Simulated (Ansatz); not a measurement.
Molecule: CH6BOSi, charge 0, multiplicity 2. It need not be the lowest isomer of its formula. 
Geometry from a B3LYP-D3(BJ)/def2-TZVP (Ansatz, a quantum-chemistry and plane-wave program) optimisation:
```xyz
10

C      1.7896     0.6191     0.1180
Si     0.5260    -0.7606    -0.1269
B     -1.4200    -0.2459    -0.0516
O     -1.9601     0.9597     0.1515
H      1.6749     1.3898    -0.6461
H      1.6634     1.0916     1.0937
H      2.8078     0.2282     0.0578
H      0.7209    -1.8091     0.9088
H      0.7366    -1.4047    -1.4500
H     -2.9250     0.9907     0.1504
```
Charge 0, spin multiplicity 2.

Dipole moments at this geometry, in debye (magnitudes).

| level | program | dipole (D) |
|---|---|---|
| SVWN5/def2-TZVPD | Ansatz | 1.67 |
| r2SCAN/def2-TZVPD | Ansatz | 1.63 |
| B3LYP/def2-TZVPD | Ansatz | ? |
| PBE0/def2-TZVPD | Ansatz | 1.59 |
| wB97M-V/def2-TZVPD | Ansatz | 1.63 |
| CCSD(T)/aug-cc-pV(D+d)Z | Ansatz | ? |

Task: Fill in the missing entries.

Result: 
- B3LYP/def2-TZVPD, dipole (D): 1.57
- CCSD(T)/aug-cc-pV(D+d)Z, dipole (D): 1.61
